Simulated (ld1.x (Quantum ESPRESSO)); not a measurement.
## What one change does to a pseudopotential (scandium, TM)

scandium (Sc), norm-conserving Troullier–Martins (Kleinman–Bylander form), made with ld1.x (Quantum ESPRESSO) 7.5 (LDA (PZ), fully relativistic). Core [Ne], reference 3s2 3p6 3d1 4s2 4p0. Waves: 3s (bound): rc 1.05 bohr; 3p (bound): rc 1.65 bohr; 3d (bound): rc 2.70 bohr. Local part: all-electron potential smoothed inside 0.80 bohr (lloc = -2). Core correction: none.

Open shells are filled in proportion to 2j + 1 (rel_dist='average').

Occupied shells without a wave of their own: 4s. They enter only through the test configuration that unscreens the potential.

All-electron outer shells of the reference configuration (LDA (PZ), scalar-relativistic, ld1.x):

| shell | level (eV) | outermost node (bohr) | outermost maximum (bohr) |
| --- | --- | --- | --- |
| 2s | -472.96 | 0.10 | 0.28 |
| 2p | -388.03 | – | 0.23 |
| 3s | -54.71 | 0.42 | 0.92 |
| 3p | -33.56 | 0.39 | 0.97 |
| 4s | -4.30 | 1.33 | 3.06 |
| 3d | -3.42 | – | 1.10 |
| 4p | -1.52 | 1.49 | 4.03 |

Change: scalar-relativistic.

Cutoffs: the cutoffs (Ry, on a coarse ladder) from which the occupation-weighted sum of valence levels, in a spherical-Bessel basis at the reference potential, stays within 10 and 1 mRy of its value at 400 Ry; they do not see the model core or the augmentation charge, which bear on the density cutoff. Errors are all-electron minus pseudo energies relative to the spin-unpolarised reference configuration.

Task: What does the change do?

Result: The number of tests with a reliable result goes from 7 to 9; of the 7 tests that both files solve, the error grows in 1 and shrinks in 0 by more than 15 % and 0.3 meV (median size 90.8 → 98.4 meV); neither file shows a bound ghost.

```tsv
quantity	base	changed
cutoffs, loose and tight	not determined	110 Ry, 180 Ry
bound ghosts	none	none
largest miss of a reference level, eV	0.07	0.07
error for 3s2 3p6 3d1 4s1 4p0, meV [ΔE 7.07 eV]	-100	-100
error for 3s2 3p6 3d1 4s0 4p0, meV [ΔE 20.03 eV]	-273	-275
error for 3s2 3p6 3d0 4s0 4p0, meV [ΔE 45.12 eV]	-143	-144
error for 3s2 3p6 3d2 4s1 4p0, meV [ΔE 1.62 eV]	+0.1	-1.2
error for 3s2 3p6 3d1 4s1 4p1, meV [ΔE 2.84 eV]	-67	-68
error for 3s2 3p5 3d1 4s2 4p0, meV [ΔE 40.15 eV]	-91	-98
error for 3s2 3p6 3d1 4s1.5 4p0, meV [ΔE 2.82 eV]	-43	-43
s: phases at 2.96 bohr within 0.05 rad from the reference energy up to (Ry; the scan ends near 5)	-0.3	-0.3
```

Base: The 4s level has no wave, so the channel is fitted at the deeper level alone: the likely source of the large errors. Changed file: The 4s level has no wave, so the channel is fitted at the deeper level alone: the likely source of the large errors.
